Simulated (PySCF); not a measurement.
# Computed records: CH4BGeN, ClGeH3Si, CH6BGeN

Calculation on a computer-drawn molecule: optimised geometry and harmonic frequencies of an isolated molecule of the commonest isotopes, restricted reference for singlets and unrestricted otherwise, frozen core in MP2; on germanium a core potential holds 10 electrons, which the energies leave out, and 3d is frozen in MP2 and coupled-cluster steps. Program: PySCF 2.14.0.

Common to all runs: charge 0; multiplicity 1; basis and core potential on germanium cc-pVDZ-PP ECP10MDF.

(1) CH4BGeN

Start structure:
```xyz
8
CH4BGeN
N     -1.7077    -0.5306    -0.0779
B     -0.8363    -0.2576    -1.1408
C     -0.0359    -0.1796    -2.3247
Ge    -0.9568    -0.1181    -4.0617
H     -2.1658     0.2527     0.4467
H     -1.9183    -1.3883     0.2593
H      1.0029     0.0696    -2.3083
H      0.5297     0.0946    -4.8290
```

| Item | Value |
| --- | --- |
| method | HF |
| basis | cc-pVDZ |
| rotational constants | 19.93, 1.944, 1.789 GHz |
| total energy | -412.6932 hartree |
| convergence status largest gradient component | 1.623e-05 hartree/bohr |

Drawn bonds:
```
atom  other atom  order
   1           2      1
   2           3      2
   3           4      1
   1           5      1
   1           6      1
   3           7      1
   4           8      1
```

Optimised structure:
```xyz
8
CH4BGeN
N     -1.6891    -0.4936    -0.1245
B     -0.8157    -0.3023    -1.1545
C      0.0121    -0.1122    -2.2697
Ge    -0.9267    -0.1452    -3.9593
H     -2.1694     0.2608     0.3219
H     -1.9275    -1.4018     0.2182
H      1.0820     0.0390    -2.1870
H      0.3462     0.0978    -4.8814
```

Modes:
```
frequency (cm⁻¹)  reduced mass (dalton)
           104.8                  5.393
           208.2                  1.166
           383.4                  2.173
           419.7                  1.322
           422.8                  1.176
           462.6                  5.692
             666                  2.372
           773.4                  1.144
           798.8                  1.385
           955.9                  1.703
            1014                  1.482
            1124                  2.183
            1673                  1.225
            1829                  5.408
            1959                  1.023
            3346                  1.091
            3808                   1.05
            3913                  1.099
```

(2) ClGeH3Si

Start structure:
```xyz
6
ClGeH3Si
Cl    -2.4563     1.8490     1.9016
Si    -0.8124     0.7160     1.2375
Ge    -1.5160    -1.5388     1.9832
H     -0.7395     0.9038    -0.2267
H      0.4023     1.3024     1.8412
H     -1.0081    -1.2340     3.4493
```

| Property | Result |
| --- | --- |
| method | MP2 |
| basis | cc-pV(D+d)Z |
| rotational constants | 6.371, 2.408, 1.816 GHz |
| total energy | -1043.8908 hartree |
| convergence status largest gradient component | 4.521e-05 hartree/bohr |

Drawn bonds:
```
atom  other atom  order
   1           2      1
   2           3      1
   2           4      1
   2           5      1
   3           6      1
```

Optimised structure:
```xyz
6
ClGeH3Si
Cl    -2.4560     1.3488     2.0477
Si    -0.6324     0.6254     1.1605
Ge    -1.7811    -1.3262     2.0269
H     -0.6909     1.0232    -0.2656
H      0.4745     1.3656     1.8092
H     -1.0441    -1.0384     3.4074
```

Modes:
```
frequency (cm⁻¹)  reduced mass (dalton)
           102.9                  30.85
           342.5                  8.763
           389.8                  1.048
           465.8                  9.806
           500.8                   1.09
           625.5                  1.116
           661.1                  1.047
           763.2                  1.117
           987.1                  1.056
            1970                  1.021
            2278                  1.031
            2295                  1.054
```

(3) CH6BGeN

Start structure:
```xyz
10
CH6BGeN
C     -0.7419    -0.6367    -0.6467
B      0.0721     0.2389    -1.7134
N      0.9929     1.0902    -1.1514
Ge    -0.2232     0.1020    -3.7603
H     -0.5786    -0.3952     0.3639
H     -0.5309    -1.6401    -0.8330
H     -1.8252    -0.5464    -0.8180
H      1.2472     1.2481    -0.1800
H      1.6633     1.7188    -1.7642
H     -1.3827     1.1814    -3.7398
```

| Item | Value |
| --- | --- |
| method | HF |
| basis | cc-pVDZ |
| rotational constants | 8.058, 2.385, 1.896 GHz |
| total energy | -413.8875 hartree |
| convergence status largest gradient component | 2.075e-05 hartree/bohr |

Drawn bonds:
```
atom  other atom  order
   1           2      1
   2           3      1
   2           4      1
   1           5      1
   1           6      1
   1           7      1
   3           8      1
   3           9      1
   4          10      1
```

Optimised structure:
```xyz
10
CH6BGeN
C     -0.7563    -0.6257    -0.6765
B      0.0988     0.2834    -1.6694
N      1.0679     1.1470    -1.1496
Ge    -0.2109     0.0867    -3.7805
H     -0.4995    -0.4688     0.3773
H     -0.6112    -1.6898    -0.8958
H     -1.8282    -0.4306    -0.7904
H      1.2316     1.2381    -0.1661
H      1.6522     1.7429    -1.6972
H     -1.4513     1.0778    -3.7948
```

Modes:
```
frequency (cm⁻¹)  reduced mass (dalton)
           59.44                  1.025
           153.9                  2.767
           179.5                  1.162
           264.6                  4.188
           323.6                  1.939
           475.3                  2.763
           549.6                  1.269
             581                  1.066
           706.8                  1.132
           864.9                  2.128
           928.1                  1.284
           957.1                  1.583
            1193                  2.121
            1360                  3.502
            1446                  1.403
            1561                  1.049
            1566                  1.069
            1760                  1.192
            1979                  1.021
            3146                  1.038
            3212                    1.1
            3218                  1.099
            3791                  1.052
            3897                  1.096
```
